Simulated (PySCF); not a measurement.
**Exercise with solution: entropy of an ideal gas**

B(CCH)(Cl)2 (C2HBCl2), SMILES C#CB(Cl)Cl.

Geometry: PBE-D3(BJ)/def2-SVP.

PBE-D3(BJ)/def2-SVP (PySCF 2.14.0) gives the harmonic wavenumbers 131, 206, 252, 439, 491, 525, 660, 735, 952, 1085, 2113, 3392 cm⁻¹ and the rotational temperatures 0.1483, 0.1289, 0.0690 K. The molar mass is 106.74 g/mol, the symmetry number 2, the spin multiplicity 1.

**Question.** Work out the entropy at 298.15 K and 1 atm in the rigid-rotor, harmonic-oscillator model.

**Answer.** 
Translation (Sackur–Tetrode at 1 atm): S = R[1.5 ln M + 2.5 ln T − 1.16487] = 167.0 J/(mol K).
Rotation: q = (√π/σ) T^1.5/√(θA θB θC) = 126000, S = R[ln q + 3/2] = 110.1 J/(mol K).
Vibration: with u = 1.4388 ν/T, each mode gives R[u/(e^u − 1) − ln(1 − e^−u)]:
| ν (cm⁻¹) | modes | u | S (J/(mol K)) |
|---|---|---|---|
| 131 | 1 | 0.63 | 12.26 |
| 206 | 1 | 0.99 | 8.70 |
| 252 | 1 | 1.22 | 7.18 |
| 439 | 1 | 2.12 | 3.47 |
| 491 | 1 | 2.37 | 2.85 |
| 525 | 1 | 2.53 | 2.50 |
| 660 | 1 | 3.18 | 1.49 |
| 735 | 1 | 3.55 | 1.12 |
| 952 | 1 | 4.59 | 0.47 |
| 1085 | 1 | 5.24 | 0.28 |
The stiffer modes add less than 0.005 each. Sum 40.3 J/(mol K).
Spin: R ln 1 = 0.0 J/(mol K).
Total 317.4 J/(mol K); the program's own thermochemistry gives 317.4. Translation makes up 53 % and vibration 13 %. Anharmonicity, hindered rotation and orbital degeneracy are left out.
